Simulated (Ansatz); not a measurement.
Relaxation of ClGeH3O (6 atoms, charge 0, multiplicity 1), to a largest force component of 0.03 eV/Å in at most 50 steps.

Computed with Ansatz 0.2.0, RKS PBE-D4/def2-SVP.

```xyz
6
Properties=species:S:1:pos:R:3
Ge 0.191 -0.025 0.015
Cl 0.859 0.002 2.110
H 1.673 0.086 -0.366
O -0.716 1.431 -0.504
H -1.650 1.210 -0.677
H -0.622 -1.311 -0.309
```

**Question.** Where does it end, and by what steps?

**Answer.** The forces met the threshold. After 7 steps the energy has fallen by 0.308 eV; H5 moved furthest, 0.43 Å.

```csv
step,energy less start (eV),largest force component (eV/Å),accepted
0,0.0000,0.935,yes
1,-0.2236,0.329,yes
2,-0.2521,1.531,yes
3,-0.2948,0.097,yes
4,-0.3014,0.494,yes
5,-0.3071,0.047,yes
6,-0.3075,0.031,yes
7,-0.3075,0.008,yes
```

```xyz
6
Properties=species:S:1:pos:R:3
Ge 0.273 -0.062 -0.017
Cl 0.461 0.095 2.154
H 1.669 0.087 -0.652
O -0.656 1.331 -0.644
H -1.562 1.347 -0.282
H -0.449 -1.407 -0.290
```

Whether the end is a true minimum wasn't checked by a vibrational analysis.

The run took 18 s on 1 thread of Arm Neoverse V1 (shared host), peak memory 0.14 GiB.
